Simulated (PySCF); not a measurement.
Question: Give a PBE0-D3(BJ)/def2-SVP geometry of N-cyclohexylformamide, `O=CNC1CCCCC1`.

Answer: 
```
atom  x, y, z in Å
O1     3.5949   -0.1161    1.1116
C2     3.1178   -0.4255    0.0440
N3     1.8105   -0.3139   -0.2973
C4     0.8040    0.2036    0.6114
C5    -0.2374   -0.8636    0.9621
C6    -1.1398   -1.1971   -0.2220
C7    -1.8069    0.0552   -0.7840
C8    -0.7785    1.1228   -1.1462
C9     0.1247    1.4510    0.0391
H10    3.7316   -0.8453   -0.7905
H11    1.5381   -0.6100   -1.2254
H12    1.3671    0.4747    1.5161
H13   -0.8559   -0.4801    1.7921
H14    0.2736   -1.7641    1.3372
H15   -0.5447   -1.6853   -1.0164
H16   -1.8984   -1.9382    0.0763
H17   -2.4961    0.4654   -0.0236
H18   -2.4272   -0.1967   -1.6593
H19   -0.1644    0.7690   -1.9957
H20   -1.2790    2.0361   -1.5055
H21   -0.4819    1.9085    0.8399
H22    0.8915    2.1905   -0.2402
```

Orientation and origin are arbitrary. Atoms count from 1 in this order. Of the pairs four or more bonds apart, O1···H12 is among the closest relative to their van der Waals radii: 2.34 Å, 86 % of the sum of Bondi's values. N3 (amide nitrogen) is planar (angles 122.7°, 119.5° and 117.8°, sum 360.0°, 0.00 Å off the plane of its three neighbours). The 6-membered ring C4–C5–C6–C7–C8–C9 has internal angles of 110.6° to 112.2°; it is puckered, 0.23 Å rms from its mean plane, widest ring torsion 55°. The C–N distances run from 1.356 Å (C2–N3, drawn single) to 1.451 Å (N3–C4, drawn single), a spread of 0.095 Å.

Bonds between heavy atoms (Å): O1=C2 1.210, C2–N3 1.356, N3–C4 1.451, C4–C5 1.532, C5–C6 1.526, C6–C7 1.526, C7–C8 1.526, C8–C9 1.526, C4–C9 1.531.

Level of theory: PBE0-D3(BJ)/def2-SVP geometry optimisation, gas phase in PySCF 2.14.0.

Point group: near Cs, missed by 0.10 Å at most; the miss may be what the optimiser left on a soft mode. No frequency check. One conformer, not necessarily the lowest (O1–C2–N3–C4 0°, C2–N3–C4–C5 -116°, N3–C4–C5–C6 -70°, C4–C5–C6–C7 -55°, C5–C6–C7–C8 55°, C6–C7–C8–C9 -55°).
